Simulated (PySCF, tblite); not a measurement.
Species: C4H10N2SSi2.
SMILES with atom numbers: `[CH3:1][N:2]1[CH2:3][CH2:4][SiH2:5][S:6][Si@@H:7]1[C:8]#[N:9]` (hydrogens: H10, H11, H12 on C1; H13, H14 on C3; H15, H16 on C4; H17, H18 on Si5; H19 on Si7)

Jobs on this species (19 atoms, 92 electrons) with PySCF (density fitting) and tblite. Hardware of each: an Arm Neoverse V1 with one thread, shared host. Times come from a shared host and carry two figures at best.

Task: Rank these jobs by wall time, shortest first.
A. GFN2-xTB; Hessian by finite differences
B. GFN2-xTB; L-BFGS relaxation
C. PBE0/pcSseg-1; shieldings, ring-centre shieldings, charges and field gradients; 224 basis functions

Result: A (1.2 s), B (2.0 s), C (58 s).

All jobs:

```csv
level and settings,work,basis functions,SCF cycles,wall time
GFN2-xTB,Hessian by finite differences,–,–,1.2 s
GFN2-xTB,L-BFGS relaxation,–,–,2.0 s
PBE0/pcSseg-1,"shieldings, ring-centre shieldings, charges and field gradients",224,14,58 s
```

Task: What do all jobs in the table cost together?

Result: About 61 s; the longest takes about 95 % of that, and about 48 times as long as the shortest.
